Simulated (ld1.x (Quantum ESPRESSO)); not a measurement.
silicon: one change to a TM potential, before and after

| Quantity | Value |
| --- | --- |
| Element | silicon (Si) |
| Generator | ld1.x (Quantum ESPRESSO) 7.5 |
| Type | norm-conserving Troullier–Martins (Kleinman–Bylander form) |
| Functional | LDA (PZ) |
| Relativity | non-relativistic |
| Frozen core | [Ne] |
| Valence charge | 4 |
| Reference configuration | 3s1 3p3 |
| Partial waves | 3p (bound): rc 1.55 bohr; 3d channel at 0.4 Ry: rc 1.85 bohr; 3s (bound): rc 1.85 bohr |
| Local potential | the s channel |
| Core correction | none |

All-electron outer shells of the reference configuration (LDA (PZ), non-relativistic, ld1.x):

| shell | level (eV) | outermost node (bohr) | outermost maximum (bohr) |
| --- | --- | --- | --- |
| 2p | -97.20 | – | 0.39 |
| 3s | -11.58 | 0.72 | 1.75 |
| 3p | -4.75 | 0.72 | 2.11 |

Change: wave 3p (bound): rc 1.55 bohr becomes 3p (bound): rc 2.24 bohr.

Cutoffs: the cutoffs (Ry, on a coarse ladder) from which the occupation-weighted sum of valence levels, in a spherical-Bessel basis at the reference potential, stays within 10 and 1 mRy of its value at 400 Ry; they do not see the model core or the augmentation charge, which bear on the density cutoff. Errors are all-electron minus pseudo energies relative to the spin-unpolarised reference configuration.

Problem. Predict the effect on cutoff, ghosts and configuration errors.

Solution. The potential gets softer (30 Ry and 45 Ry → 12 Ry and 35 Ry); of the 9 tests that both files solve, the error grows in 0 and shrinks in 4 by more than 15 % and 0.3 meV (median size 6.1 → 5.3 meV); neither file shows a bound ghost. A larger radius leaves more room for a smooth pseudo-wave, so fewer plane waves are needed. That the errors move this way runs against the usual rule that smaller radii transfer better.

| quantity | base | changed |
| --- | --- | --- |
| cutoff, loose | 30 Ry | 12 Ry |
| cutoff, tight | 45 Ry | 35 Ry |
| bound ghosts | none | none |
| error for 3s2 3p2, meV [ΔE -6.75 eV] | +5.4 | +4.4 |
| error for 3s2 3p1, meV [ΔE 1.09 eV] | +3.1 | +2.6 |
| error for 3s2 3p0, meV [ΔE 17.22 eV] | +21 | +24 |
| error for 3s1 3p2, meV [ΔE 8.44 eV] | +5.3 | +5.3 |
| error for 3s0 3p4, meV [ΔE 6.91 eV] | +6.1 | +5.1 |
| error for 3s1 3p0, meV [ΔE 51.29 eV] | +178 | +189 |
| error for 3s2 3p1.5, meV [ΔE -3.78 eV] | +3.5 | +2.7 |
| error for 3s1 3p3 (spin-polarised), meV [ΔE -3.07 eV] | +400 | +405 |
| error for 3s2 3p2 (spin-polarised), meV [ΔE -7.36 eV] | +46 | +46 |
